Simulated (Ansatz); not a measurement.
(NaOH)2 ring (Na2O2H2). Charge 0, multiplicity 1. Geometry r2SCAN-D4/def2-TZVP.

Cartesian coordinates in Å:
```
Na -0.651 0.252 -1.231
O 1.378 -0.132 -0.756
Na 0.651 -0.252 1.231
O -1.378 0.132 0.756
H 2.214 -0.212 -1.214
H -2.215 0.212 1.214
```

Estimate the orbital energies around the gap (eV) in Ansatz with PBE-D4/def2-TZVPD, revPBE-D4/def2-TZVP, r2SCAN-D4/def2-TZVP, PBE0-D4/def2-TZVP, r2SCAN0-D4/def2-TZVP.


| orbital | PBE-D4/def2-TZVPD | revPBE-D4/def2-TZVP | r2SCAN-D4/def2-TZVP | PBE0-D4/def2-TZVP | r2SCAN0-D4/def2-TZVP |
| --- | --- | --- | --- | --- | --- |
| HOMO−9 | -26.90 | -26.67 | -27.71 | -30.09 | -30.80 |
| HOMO−8 | -26.84 | -26.61 | -27.65 | -30.04 | -30.75 |
| HOMO−7 | -20.98 | -20.82 | -21.99 | -23.67 | -24.47 |
| HOMO−6 | -20.92 | -20.77 | -21.93 | -23.61 | -24.40 |
| HOMO−5 | -8.86 | -8.64 | -9.00 | -10.33 | -10.55 |
| HOMO−4 | -8.37 | -8.17 | -8.52 | -9.82 | -10.04 |
| HOMO−3 | -5.03 | -4.78 | -5.05 | -6.36 | -6.54 |
| HOMO−2 | -4.80 | -4.55 | -4.84 | -6.14 | -6.33 |
| HOMO−1 | -4.73 | -4.47 | -4.78 | -6.08 | -6.28 |
| HOMO | -4.52 | -4.24 | -4.55 | -5.85 | -6.05 |
| LUMO | -1.14 | -1.14 | -0.49 | -0.54 | -0.18 |
| LUMO+1 | -0.55 | -0.60 | 0.02 | -0.06 | 0.25 |
| LUMO+2 | -0.02 | 0.33 | 1.03 | 0.93 | 1.33 |
| LUMO+3 | 0.17 | 0.50 | 1.07 | 1.02 | 1.33 |
| LUMO+4 | 0.49 | 0.93 | 1.46 | 1.41 | 1.68 |
| LUMO+5 | 0.57 | 0.93 | 1.59 | 1.51 | 1.85 |
